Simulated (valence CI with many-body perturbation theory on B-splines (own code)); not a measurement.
## E1 transitions of Si⁷⁺

Level of theory: valence CI with perturbative core correlation (CI+MBPT): five valence electrons over a frozen Dirac-Fock core [He], radial functions for each j: 9 s, 9 p, 8 d, 6 f, 3 g, 1 h, with the one-electron correlation potential Σ1 (screened to all orders), the two-electron term Σ2, the three-electron term Σ3, Breit, model QED; selected single and double excitations, second order for the rest, scaled by the run's own slope (own B-spline code, finite nucleus).

No measured levels were compared; by estimate levels hold to about 100 cm⁻¹ or 0.05 % of their energy and the worst to 300 or 400 cm⁻¹, as in measured light ions of charge 2 to 7. Among the levels kept, up to 2100 cm⁻¹ of a level comes from second order outside the variational space, and about a tenth of that is noise between levels of different J, which matters for small intervals.

Lines 51 to 100 of 213 in falling wavelength, among levels below 1683400 cm⁻¹, chosen from the strongest by gf and those to the six lowest levels. Wavelengths and rates use the calculated energies, so an error of 300 cm⁻¹ moves a line at 96.58 nm by 0.29 % and its rate by three times that or more. Electric multipoles are in the length gauge, E1 and E2 with the static RPA response of the core. Weak lines are less certain than strong ones. Lines between different terms over intervals too small for the method are left out, as are lines whose strength nearly cancels. The highest levels of a list are the least certain.

Names give the largest LS component (configuration and term), which can be under half, so a name can repeat, a term be missing and a line seem to break the LS rules; names also repeat where a configuration has a term twice. Letters in brackets count levels of one name in rising energy.

```csv
λ vac (nm),Upper,Lower,A (s⁻¹),log gf,Branch %
96.58,2s2 2p2 3d 2G_7/2,2s2 2p2 3p 2F°_5/2,1.17e+09,0.12,4.1
96.52,2s2 2p2 3d 4D_1/2,2s2 2p2 3p 4P°_1/2,5.79e+08,-0.79,0.9
95.91,2s2 2p2 3d 4D_5/2,2s2 2p2 3p 4P°_3/2,6.96e+08,-0.24,1.7
95.44,2s2 2p2 3d 4D_3/2,2s2 2p2 3p 4P°_3/2,3.31e+08,-0.74,0.3
94.80,2s2 2p2 3d 4D_3/2,2s2 2p2 3p 4P°_1/2,3.68e+08,-0.70,0.4
93.66,2s2 2p2 3p 4S°_3/2,2s2 2p2 3s 4P_3/2,3.52e+08,-0.73,1.6
92.31,2s2 2p2 3d 4D_7/2,2s2 2p2 3p 4D°_7/2,3.43e+08,-0.46,9.3
91.71,2s2 2p2 3p 4S°_3/2,2s2 2p2 3s 4P_1/2,1.52e+08,-1.12,0.7
90.82,2s2 2p2 3d 4D_5/2,2s2 2p2 3p 4D°_5/2,2.18e+08,-0.79,0.5
89.11,2s2 2p2 3d 2D_3/2,2s2 2p2 3p 2P°_3/2 [a],2.02e+08,-1.02,0.0
89.10,2s2 2p2 3d 4P_5/2,2s2 2p2 3p 4P°_5/2,6.39e+08,-0.34,0.1
88.98,2s2 2p2 3d 2D_3/2,2s2 2p2 3p 2P°_1/2 [a],8.10e+08,-0.42,0.2
88.29,2s2 2p2 3d 2D_5/2,2s2 2p2 3p 2P°_3/2 [a],1.07e+09,-0.13,0.2
87.95,2s2 2p2 3d 4P_3/2,2s2 2p2 3p 4P°_5/2,3.73e+08,-0.76,0.0
87.55,2s2 2p2 3d 4P_5/2,2s2 2p2 3p 4P°_3/2,1.25e+08,-1.06,0.0
87.43,2s2 2p2 3p 2P°_1/2 [b],2s2 2p2 3s 2D_3/2,1.22e+09,-0.55,14.2
85.92,2s2 2p2 3d 4P_3/2,2s2 2p2 3p 4P°_1/2,2.09e+08,-1.03,0.0
85.89,2s2 2p2 3d 4P_1/2,2s2 2p2 3p 4P°_3/2,5.71e+08,-0.90,0.1
85.60,2s2 2p2 3p 2P°_3/2 [b],2s2 2p2 3s 2D_3/2,3.16e+08,-0.86,3.7
85.53,2s2 2p2 3p 2P°_3/2 [b],2s2 2p2 3s 2D_5/2,1.04e+09,-0.34,12.1
83.35,2s2 2p2 3d 2P_3/2,2s2 2p2 3p 2S°_1/2,7.47e+08,-0.51,0.4
81.42,2s2 2p2 3d 4D_3/2,2s2 2p2 3p 2S°_1/2,1.96e+08,-1.11,0.2
81.18,2s2 2p2 3d 2D_5/2,2s2 2p2 3p 2D°_5/2 [a],2.65e+08,-0.80,0.0
79.92,2s2 2p2 3d 2P_1/2,2s2 2p2 3p 2S°_1/2,6.24e+08,-0.92,0.3
79.19,2s2 2p2 3d 2D_3/2,2s2 2p2 3p 2D°_3/2 [a],3.44e+08,-0.89,0.1
72.98,2s2 2p2 3p 2D°_5/2 [b],2s2 2p2 3s 2P_3/2,8.50e+08,-0.39,23.8
70.79,2s2 2p2 3p 2D°_3/2 [b],2s2 2p2 3s 2P_1/2,7.72e+08,-0.63,20.8
66.00,2s2 2p2 3p 2P°_3/2 [b],2s2 2p2 3s 2P_3/2,9.06e+08,-0.63,10.5
65.33,2s2 2p2 3p 2P°_1/2 [b],2s2 2p2 3s 2P_1/2,6.52e+08,-1.08,7.6
51.96,2s 2p3 3s 4S°_3/2,2s2 2p2 3s 4P_5/2,4.35e+08,-1.15,0.4
48.43,2s 2p4 4P_5/2,2s2 2p3 2P°_3/2,5.85e+05,-3.91,0.0
47.60,2s 2p4 4P_3/2,2s2 2p3 2P°_3/2,1.03e+06,-3.85,0.0
41.14,2s 2p4 4P_5/2,2s2 2p3 2D°_5/2,1.28e+06,-3.71,0.0
35.06,2p5 2P°_3/2,2s 2p4 2P_1/2,1.45e+09,-0.97,5.5
34.52,2p5 2P°_3/2,2s 2p4 2P_3/2,8.66e+09,-0.21,32.7
34.36,2p5 2P°_1/2,2s 2p4 2P_1/2,7.49e+09,-0.58,27.9
33.85,2p5 2P°_1/2,2s 2p4 2P_3/2,3.98e+09,-0.86,14.8
31.97,2s 2p4 4P_5/2,2s2 2p3 4S°_3/2,3.84e+09,-0.45,99.9
31.61,2s 2p4 4P_3/2,2s2 2p3 4S°_3/2,3.98e+09,-0.62,100.0
31.42,2s 2p4 4P_1/2,2s2 2p3 4S°_3/2,4.06e+09,-0.92,100.0
30.81,2s 2p4 2D_5/2,2s2 2p3 2P°_3/2,1.51e+09,-0.89,14.7
30.81,2s 2p4 2D_3/2,2s2 2p3 2P°_3/2,4.69e+07,-2.57,0.4
30.76,2s 2p4 2D_3/2,2s2 2p3 2P°_1/2,1.08e+09,-1.21,10.3
27.70,2s 2p4 2D_5/2,2s2 2p3 2D°_5/2,8.43e+09,-0.24,81.8
27.69,2s 2p4 2D_3/2,2s2 2p3 2D°_5/2,7.38e+08,-1.47,7.0
27.68,2s 2p4 2D_5/2,2s2 2p3 2D°_3/2,3.60e+08,-1.61,3.5
27.67,2s 2p4 2D_3/2,2s2 2p3 2D°_3/2,8.64e+09,-0.40,82.2
25.65,2p5 2P°_3/2,2s 2p4 2D_3/2,1.80e+09,-1.15,6.8
25.65,2p5 2P°_3/2,2s 2p4 2D_5/2,1.35e+10,-0.27,50.9
25.28,2p5 2P°_1/2,2s 2p4 2D_3/2,1.51e+10,-0.54,56.1
```
